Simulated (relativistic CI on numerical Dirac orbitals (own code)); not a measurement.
**Calculated levels, Ru XXXVI**

Computed by Dirac-Coulomb-Breit CI, orbitals from a KLI potential per configuration, a model potential for QED, unscaled Slater integrals (own radial code, finite nucleus).

Configuration list (outside the closed core 1s2): 2s2 2p5, 2s 2p6, 2p6 3s, 2p6 3p, 2p6 3d, 2s2 2p4 3s, 2s2 2p4 3p, 2s2 2p4 3d, 2s 2p5 3s, 2s 2p5 3p, 2s 2p5 3d, 2s2 2p4 4s, 2s2 2p4 4p, 2s2 2p4 4d, 2s2 2p4 4f, 2s 2p5 4s. Levels of other configurations are missing.

The lowest level is 2s2 2p5 2P°_3/2, with 100 % of that term; Hund's rules for 2s2 2p5 give 2P° with J = 3/2, in agreement.

| No. | Configuration | Term | J | E (eV) | % | Lifetime (s) | jj configuration (%) |
| --- | --- | --- | --- | --- | --- | --- | --- |
| 1 | 2s2 2p5 | 2P° | 3/2 | 0.00 | 100 |  | 2p3/2^3 (100) |
| 2 | 2s2 2p5 | 2P° | 1/2 | 135.07 | 100 | 4.35e-08 | 2p1/2 2p3/2^4 (100) |
| 3 | 2s 2p6 | 2S | 1/2 | 369.41 | 100 | 1.61e-12 | 2s (100) |
| 4 | 2p4(3P) 3s | 4P | 5/2 | 2735.50 | 74 | 3.33e-13 | 2p3/2^2 3s (99) |
| 5 | 2p4(3P) 3s | 2P | 3/2 | 2741.60 | 59 | 4.55e-14 | 2p3/2^2 3s (99) |
| 6 | 2p4(1S) 3s | 2S | 1/2 | 2765.37 | 57 | 9.67e-14 | 2p3/2^2 3s (98) |
| 7 | 2p4(3P) 3p | 4P° | 3/2 | 2799.59 | 37 | 2.71e-11 | 2p3/2^2 3p1/2 (98) |
| 8 | 2p4(3P) 3p | 2D° | 5/2 | 2802.10 | 34 | 1.70e-11 | 2p3/2^2 3p1/2 (99) |
| 9 | 2p4(1S) 3p | 2P° | 1/2 | 2825.83 | 74 | 1.22e-11 | 2p3/2^2 3p1/2 (77) |
| 10 | 2p4(3P) 3p | 2D° | 5/2 | 2835.77 | 49 | 1.79e-11 | 2p3/2^2 3p3/2 (98) |
| 11 | 2p4(3P) 3p | 4D° | 7/2 | 2836.62 | 73 | 1.97e-11 | 2p3/2^2 3p3/2 (99) |
| 12 | 2p4(1D) 3p | 2P° | 1/2 | 2839.48 | 41 | 9.62e-12 | 2p3/2^2 3p3/2 (78) |
| 13 | 2p4(3P) 3p | 2P° | 3/2 | 2859.45 | 38 | 4.58e-12 | 2p3/2^2 3p3/2 (97) |
| 14 | 2p4(3P) 3s | 4P | 3/2 | 2867.72 | 84 | 1.64e-13 | 2p1/2 2p3/2^3 3s (99) |
| 15 | 2p4(1S) 3p | 2P° | 3/2 | 2870.06 | 57 | 1.94e-11 | 2p3/2^2 3p3/2 (96) |
| 16 | 2p4(3P) 3s | 2P | 1/2 | 2872.84 | 66 | 4.33e-14 | 2p1/2 2p3/2^3 3s (99) |
| 17 | 2p4(1D) 3s | 2D | 5/2 | 2883.16 | 74 | 7.43e-14 | 2p1/2 2p3/2^3 3s (98) |
| 18 | 2p4(1D) 3s | 2D | 3/2 | 2885.84 | 71 | 5.51e-14 | 2p1/2 2p3/2^3 3s (99) |
| 19 | 2p4(3P) 3d | 4D | 3/2 | 2913.52 | 37 | 1.22e-12 | 2p3/2^2 3d3/2 (99) |
| 20 | 2p4(3P) 3d | 4D | 5/2 | 2913.97 | 48 | 4.24e-12 | 2p3/2^2 3d3/2 (89) |
| 21 | 2p4(1D) 3d | 2P | 1/2 | 2916.07 | 42 | 1.19e-13 | 2p3/2^2 3d3/2 (86) |
| 22 | 2p4(3P) 3d | 4F | 7/2 | 2916.88 | 36 | 2.64e-11 | 2p3/2^2 3d3/2 (82) |
| 23 | 2p4(3P) 3d | 2F | 7/2 | 2922.49 | 58 | 4.11e-11 | 2p3/2^2 3d5/2 (82) |
| 24 | 2p4(3P) 3d | 4F | 9/2 | 2923.28 | 73 | 4.94e-11 | 2p3/2^2 3d5/2 (100) |
| 25 | 2p4(3P) 3p | 4P° | 1/2 | 2930.19 | 57 | 1.09e-10 | 2p1/2 2p3/2^3 3p1/2 (98) |
| 26 | 2p4(3P) 3d | 2P | 1/2 | 2931.22 | 42 | 1.18e-14 | 2p3/2^2 3d5/2 (86) |
| 27 | 2p4(3P) 3p | 4D° | 3/2 | 2935.59 | 49 | 2.56e-11 | 2p1/2 2p3/2^3 3p1/2 (98) |
| 28 | 2p4(3P) 3d | 2D | 3/2 | 2936.92 | 51 | 1.50e-14 | 2p3/2^2 3d5/2 (63) |
| 29 | 2p4(3P) 3d | 2D | 5/2 | 2943.01 | 43 | 8.36e-15 | 2p3/2^2 3d5/2 (91) |
| 30 | 2p4(1D) 3p | 2F° | 5/2 | 2947.29 | 57 | 2.34e-11 | 2p1/2 2p3/2^3 3p1/2 (99) |

Energies count from the lowest computed level; ° marks odd parity; lifetimes are radiative, by E1, M1, E2, M2 decay to levels of this space only. Percentages are summed over parent terms; the parents shown are those of the largest component, closed shells are left out there. Filled j subshells are mostly left out of the jj labels.

The mean weight of the leading LS term, summed over parents, in these 30 levels is 59 %, and that of the leading jj configuration (from the same eigenvectors) 94 %, so jj coupling describes them better and the LS labels are nominal.

At this charge energies of transitions that change n are usually good to better than 1 %, and those within a shell (Δn = 0) to a few per cent.

LS names give the leading component of a level, which can be under half, so a name can repeat, a term be missing and a line seem to break the LS rules.
